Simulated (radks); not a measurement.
Q: All-electron atom: Kr20+ in [Ne] 3s2 3p4. All-electron calculation, Dirac Kohn-Sham, PBE, spin-unpolarised, spherical densities, finite nucleus; open shells are shared between the two j in proportion to 2j + 1; Fermi nuclear charge, rms radius 4.1884 fm. Program: a radial shooting solver on a logarithmic mesh with Libxc functionals. Some entries of the table are withheld. Estimate them.

| orbital | occ. | eigenvalue (eV) | <1/r> (bohr^-1) | <r^2> (bohr^2) |
|---|---|---|---|---|
| 1s1/2 | 2 | -14978.30 | 36.76 | 0.002319 |
| 2s1/2 | 2 | (1) | 8.306 | 0.03879 |
| 2p1/2 | 2 | (2) | 8.257 | 0.02966 |
| 2p3/2 | 4 | (3) | 7.973 | 0.03101 |
| 3s1/2 | 2 | -932.0332 | 3.171 | 0.2439 |
| 3p1/2 | 1.33333 | -872.3134 | 3.105 | 0.2330 |
| 3p3/2 | 2.66667 | -860.5840 | 3.038 | 0.2394 |
| 3d3/2 | 0 | -769.1626 | 2.905 | (4) |
| 3d5/2 | 0 | -766.7127 | 2.888 | (5) |
| 4s1/2 | 0 | -462.0623 | (6) | 0.9135 |

A: 
(1) 2s1/2 eigenvalue (eV): -2672.691
(2) 2p1/2 eigenvalue (eV): -2498.986
(3) 2p3/2 eigenvalue (eV): -2444.298
(4) 3d3/2 <r^2> (bohr^2): 0.1949
(5) 3d5/2 <r^2> (bohr^2): 0.1965
(6) 4s1/2 <1/r> (bohr^-1): 1.612
